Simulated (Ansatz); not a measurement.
```xyz
4

N     0.5500    0.0000    4.3000
N    -0.5500    0.0000    4.3000
Li    1.3400    0.0000    0.0000
Li   -1.3400    0.0000    0.0000
```

RHF on singlet Li2N2 was run in several spherical basis sets with Ansatz (development build ahead of 0.2.0).

(1) Rank the basis sets by the total energy that they give, lowest first, with the distance from the lowest.
A. cc-pVDZ
B. 6-31G
C. def2-SVP

## Answers

(1) A (0.00 eV), B (2.45 eV), C (3.20 eV).

Totals follow the description of the cores as much as that of the bonds, so this order isn't one of quality for chemistry.
